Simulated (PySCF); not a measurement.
Polarisability and C₆ of Ru²²⁺ (ruthenium, charge +22)

[Ar] 3d4, high-spin 5D determinant. Computed with PySCF 2.14 in an uncontracted even-tempered set (19 s from 2.5 bohr⁻², ratio 2.5; 12 p from 3.2 bohr⁻², ratio 2.5; 8 d from 3.2 bohr⁻², ratio 2.5; 4 f from 12 bohr⁻², ratio 2.7; 3 g from 19 bohr⁻², ratio 2.7), with scalar relativity by spin-free X2C-1e. Coupled (time-dependent) response in atomic units; α is the mean over directions.

```json
{"method": "UHF", "mean α (bohr³)": "0.03401", "α xx, yy, zz": "0.03503, 0.03503, 0.03198", "C₆ (like pair)": "0.01023", "S(−4)": "0.0005189"}
```

S(−4) is the Cauchy moment in α(ω) = α(0) + S(−4) ω² + …

Spin-orbit coupling is absent.

α(iu) at UHF:

```csv
u (hartree),α(iu) (bohr³)
0,0.03401
1.00,0.03350
2.00,0.03211
4.00,0.02793
6.00,0.02369
8.00,0.02028
10.0,0.01767
15.0,0.01338
20.0,0.01069
30.0,0.007293
50.0,0.003920
```

A single London oscillator, α(iu) = α/(1 + u²/ω²), gives C₆ = (3/4) ω α². Matching the computed C₆ needs ω = 4 × 0.01023 / (3 × 0.03401²) = 11.8 hartree.

For an ion, C₆ is the dispersion term alone; charge-induced terms of lower order in 1/R come first.

The components differ because the open shell of this determinant is not spherical; for a pure term their mean is the scalar polarisability.

Spin-orbit coupling, absent here, splits the open shell strongly.
